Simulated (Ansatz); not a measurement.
Z-matrix (Å, degrees):
```
C
B 1 1.566
H 1 1.090 2 113.5
H 1 1.094 2 110.2 3 121.8
H 1 1.095 2 109.6 3 -121.4
N 2 1.385 1 123.0 3 -2.2
F 2 1.345 1 119.3 3 -178.6
C 6 1.240 2 159.8 1 88.0
H 8 1.098 6 122.6 2 4.2
H 8 1.096 6 121.3 2 -176.0
```

The species carries charge 0 and has multiplicity 1.

Problem. List the PBE0/def2-TZVPP orbital energies in eV (Ansatz). (Best estimate.)

Solution. Ansatz gave: Occupied: -673.41, -391.63, -280.16, -277.42, -185.58, -33.06, -25.84, -19.73, -18.37, -15.18, -14.13, -13.59, -12.45, -12.31, -11.09, -10.96, -10.14, -9.31, -7.53. Lowest empty: -1.05, 0.80, 1.30, 1.98, 2.91, 3.01, 3.28, 3.75.
